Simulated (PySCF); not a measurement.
Species: C6H12N2Si2.
Z-matrix (Å and degrees, PBE0-D3(BJ)/def2-SVP geometry), rows numbered from 1:
```
C 
C   1  1.4203
C   2  1.3790  1  106.99
N   3  1.3698  2  108.52  1    -0.41
C   4  1.4478  3  124.98  2   177.21
C   5  1.5391  4  114.30  3  -103.62
Si  6  1.8922  5  107.73  4  -168.75
N   7  1.7473  6   98.60  5    29.19
Si  8  1.7419  7  115.13  6    -7.20
C   4  1.3707  3  108.96  2     0.50
H   1  1.0884  2  127.08  3   179.76
H   2  1.0883  1  127.11  3  -179.69
H   3  1.0884  2  130.95  1   179.84
H   5  1.1036  4  106.09  3    15.70
H   6  1.1036  5  109.45  4   -51.95
H   6  1.1021  5  111.46  4    65.94
H   7  1.4960  6  112.70  5   148.73
H   7  1.4988  6  112.40  5   -90.03
H   8  1.0139  7  122.48  6   171.58
H   9  1.4967  5  112.48  4    41.41
H   9  1.4945  5  111.92  4   -80.04
H  10  1.0879  1  130.60  2  -179.94
```

All values: PBE0/pcSseg-1 (PySCF, non-relativistic), on one gas-phase PBE0-D3(BJ)/def2-SVP geometry that isn't relaxed in the solvent. The solvent is an IEF-PCM continuum (van der Waals radii × 1.2). The model holds no explicit solvent molecules, cavitation or dispersion.

```json
{"run": "gas", "E − E(gas) (kcal/mol)": "0.00", "HOMO (eV)": "-6.03", "HOMO–LUMO gap (eV)": "6.17", "dipole (D)": "2.48"}
{"run": "P", "E − E(gas) (kcal/mol)": "-2.58", "HOMO (eV)": "-6.10", "HOMO–LUMO gap (eV)": "6.37", "dipole (D)": "2.85"}
{"run": "Q", "E − E(gas) (kcal/mol)": "-5.97", "HOMO (eV)": "-6.24", "HOMO–LUMO gap (eV)": "6.60", "dipole (D)": "3.30"}
```

Q: The runs were made in benzene and methanol. Which run belongs to which solvent?

A: P = benzene, Q = methanol. The dielectric constants are 2.271 (benzene), 32.61 (methanol), and the energy falls further as ε rises. In this model the ground state sees the solvent through ε alone.

Q: How constant is the ratio of the lowering to (ε − 1)/(2ε + 1)?

A: 
```tsv
solvent	(ε − 1)/(2ε + 1)	E − E(gas) (kcal/mol)	ratio (kcal/mol)	polarisation term (kcal/mol)
benzene	0.229	-2.58	-11.2	-2.72
methanol	0.477	-5.97	-12.5	-6.74
```

The ratio changes by +11.1 % in size from benzene to methanol. The polarisation term is half the interaction of the solute with the induced surface charges.
